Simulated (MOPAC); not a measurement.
MOPAC input (MNDO):

```
MNDO PRECISE GNORM=0.05 LET XYZ CHARGE=1 GEO-OK AUX(PRECISION=9) THREADS=1
HOSn

O    -0.00000000 1   -0.00000000 1   -1.57305499 1
Sn    0.00000000 1    0.00000000 1    0.30243482 1
H    -0.00000000 1   -0.00000000 1   -2.53730097 1
```

From the last part of the output:

```
                                                       MOPAC v23.2.5 Linux

          FINAL HEAT OF FORMATION =        133.21568 KCAL/MOL =     557.37441 KJ/MOL

          COSMO AREA              =         89.62 SQUARE ANGSTROMS
          COSMO VOLUME            =         76.50 CUBIC ANGSTROMS

          GRADIENT NORM           =          0.01473          =       0.00850 PER ATOM
          IONIZATION POTENTIAL    =         18.365609 EV
          HOMO LUMO ENERGIES (EV) =        -18.366 -5.938
          NO. OF FILLED LEVELS    =          5
          MOLECULAR WEIGHT        =        135.6973         POINT GROUP:  C*v

          MOLECULAR DIMENSIONS (Angstroms)

            Atom       Atom       Distance
            H     3   Sn     2     2.72060
            H     3   Sn     2     0.00000
           Sn     2    O     1     0.00000

          SCF CALCULATIONS        =         10

   ATOM   CHEMICAL          X               Y               Z
  NUMBER   SYMBOL      (ANGSTROMS)     (ANGSTROMS)     (ANGSTROMS)

     1       O          0.00000000  *  -0.00000000  *  -1.51831562  *
     2      Sn         -0.00000000  *   0.00000000  *   0.27398059  *
     3       H         -0.00000000  *   0.00000000  *  -2.44661737  *

                             CARTESIAN COORDINATES

   1    O        0.000000000    -0.000000000    -1.518315621
   2   Sn       -0.000000000     0.000000000     0.273980587
   3    H       -0.000000000     0.000000000    -2.446617365

           Empirical Formula: H O Sn  =     3 atoms

      MOLECULAR POINT GROUP   :   C*v

                  EIGENVALUES
 -45.12502 -26.19908 -20.64861 -18.36561 -18.36561  -5.93834  -5.93834  -3.35702
   1.98811

              NET ATOMIC CHARGES AND DIPOLE CONTRIBUTIONS

  ATOM NO.   TYPE          CHARGE      No. of ELECS.   s-Pop       p-Pop
    1          O          -0.603313        6.6033     1.71719     4.88612
    2         Sn           1.298060        2.7019     1.94074     0.76120
    3          H           0.305253        0.6947     0.69475
 DIPOLE           X         Y         Z       TOTAL
 POINT-CHG.    -0.000     0.000     2.317     2.317
 HYBRID         0.000     0.000    -2.721     2.721
 SUM            0.000     0.000    -0.404     0.404

          ATOMIC ORBITAL ELECTRON POPULATIONS

     Atom    s        px        py        pz
    1  O   1.71719   1.81598   1.81598   1.25417
    2 Sn   1.94074   0.18402   0.18402   0.39316
    3  H   0.69475

 **********************
 *                    *
 * JOB ENDED NORMALLY *
 *                    *
 **********************

 == MOPAC DONE ==
```

The dipole moment of an ion depends on the origin.

The geometry given is a B3LYP-D3(BJ)/def2-TZVP minimum.
